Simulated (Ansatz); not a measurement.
Relaxed structures of CH4SSn, singlet (PBE0-D4/def2-TZVP; forces vanish, vibrations not checked; lower isomers may exist, and structures with a doubtful reference or unclear bonds are left out; Å). Computed with Ansatz 0.2.0 (basis: def2-TZVPP); correlated methods freeze the cores. Filled d shells of the heavier atoms are correlated. Core potentials replace the inner electrons of the atoms past krypton. The def2 sets are not built for correlating such inner shells, so the correlated values are less sure here.

Q: Rank them by CCSD(T) energy, lowest first, and give each one's height above the lowest. Links in brackets join atoms within 1.22 times the sum of their covalent radii (1.1 for two metals). (Judge from chemistry; the value comes from the calculation.)
A.
CH₄SSn ([CH2]1[SH][SnH]1)
```
7
angstrom
C -0.6900 -0.0040 -0.7680
S -0.5024 -1.5679 0.1565
Sn 0.9449 0.6532 0.5855
H -1.6999 0.3572 -0.5950
H -0.5005 -0.1608 -1.8257
H -0.2691 1.0430 1.8206
H 0.4041 -2.1531 -0.6430
```
B.
a complex of CH₂SSn ([CH]1[S][SnH]1) + H₂
```
7
angstrom
C -0.5508 -0.2479 -0.4395
S 0.0252 -1.2396 0.7069
Sn 1.2532 0.9917 -0.2301
H -1.5179 -0.4194 -0.9131
H -0.4224 1.1525 3.4711
H 0.0626 1.3850 2.9525
H 2.0107 0.0743 -1.5515
```
C.
CH₄SSn ([CH2]1[S][SnH2]1)
```
7
angstrom
C -0.6602 -0.3316 -0.7966
S -0.2681 -1.6957 0.3764
Sn 0.6213 0.4914 0.6693
H -1.6990 -0.0169 -0.7877
H -0.2567 -0.4684 -1.7949
H -0.0153 1.3698 1.9675
H 2.2780 0.6515 0.3662
```

A: By the calculation: A (0.000 eV), C (0.225 eV), B (1.524 eV). Heights count from the lowest.

The T1 diagnostic stays at or below 0.021. The restricted Hartree–Fock reference is unstable towards an unrestricted one at one or more of these structures.

For scale, one of the runs: CCSD(T)/def2-TZVPP, 179 basis functions, launched by `ansatz run in.yaml --threads 2 --pin off --events-out ev --progress --plain --max-ram 4352MiB`. Time: 93 s of wall clock on 2 CPU threads of an Arm Neoverse V1; the host was shared. Peak host memory: 1.8 GiB.
